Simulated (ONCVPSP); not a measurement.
**Before and after: ONCV potential for cerium**

| Quantity | Value |
| --- | --- |
| Element | cerium (Ce) |
| Generator | ONCVPSP 4.0.1 |
| Type | optimised norm-conserving Vanderbilt (ONCV) |
| Functional | LDA (Perdew-Wang 92) |
| Relativity | scalar-relativistic |
| Frozen core | [Kr] 4d10 |
| Valence charge | 12 |
| Reference configuration | 4f1 5s2 5p6 5d1 6s2 |
| Partial waves | 5s+6s: rc 2.25 bohr, ncon 3, nbas 6, qcut 5.2 1/bohr, 2 projectors; 5p: rc 2.75 bohr, ncon 3, nbas 7, qcut 6.1 1/bohr, 2 projectors, debl 3.3 Ha; 5d: rc 3.95 bohr, ncon 4, nbas 9, qcut 3.8 1/bohr, 2 projectors, debl 3 Ha; 4f: rc 1.60 bohr, ncon 4, nbas 8, qcut 9.1 1/bohr, 2 projectors, debl 1.1 Ha |
| Local potential | polynomial inside 1.50 bohr (lpopt 5, dvloc0 2 Ha) |
| Core correction | Teter function, fcfact 3.75, rcfact 1.25 |

All-electron outer shells of the reference configuration (LDA (PZ), scalar-relativistic, ld1.x):

```csv
shell,level (eV),outermost node (bohr),outermost maximum (bohr)
4d,-110.44,0.31,0.66
5s,-40.72,0.75,1.37
5p,-23.30,0.81,1.53
4f,-5.61,–,0.71
6s,-3.89,1.81,3.68
5d,-3.18,0.92,2.18
```

Change: functional PBEsol.

Cutoffs: the cutoffs (Ha) at which the residual kinetic energy of the hardest occupied pseudo-wave falls to 1 and 0.1 mHa per electron; they do not see the model core or the augmentation charge, which bear on the density cutoff. Errors are all-electron minus pseudo energies relative to the spin-unpolarised reference configuration.

Task: What does the change do?

Result: The potential gets neither clearly harder nor softer (42 Ha and 101 Ha → 42 Ha and 101 Ha); of the 4 tests that both files solve, the error grows in 0 and shrinks in 2 by more than 15 % and 0.3 meV (median size 27.9 → 27.7 meV); neither file shows a bound ghost.

```csv
quantity,base,changed
"cutoff, loose",42 Ha,42 Ha
"cutoff, tight",101 Ha,101 Ha
loose cutoff by channel,"s 9.5 Ha, p 8.3 Ha, d 4.7 Ha, f 42 Ha","s 9.5 Ha, p 8.4 Ha, d 4.8 Ha, f 42 Ha"
bound ghosts,none,none
GHOST(+) flags under 300 eV,s at 61.5 eV,s at 70.6 eV
"error for 4f1 5s2 5p6 5d1 6s1, meV [ΔE 6.27 → 6.10 eV]",-1.0,-0.4
"error for 4f1 5s2 5p6 5d1 6s0, meV [ΔE 17.61 → 17.14 eV]",-4.3,-3.4
"error for 4f1 5s2 5p6 5d0 6s0, meV [ΔE 36.94 → 36.28 eV]",+51,+52
"error for 4f1 5s1 5p6 5d1 6s2, meV [ΔE 45.92 → 45.77 eV]",-105,-108
s: phases at 2.28 bohr within 0.05 rad from the reference energy up to (Ha; the scan ends near 5),2.1,2.2
p: phases at 2.79 bohr within 0.05 rad from the reference energy up to (Ha; the scan ends near 5),4.0,4.1
d: phases at 4.02 bohr within 0.05 rad from the reference energy up to (Ha; the scan ends near 5),0.3,0.3
f: phases at 1.62 bohr within 0.05 rad from the reference energy up to (Ha; the scan ends near 5),to the end of the scan,to the end of the scan
"rms error of d²Exc/dni dnj with the model core, mHa",6.17,5.93
```
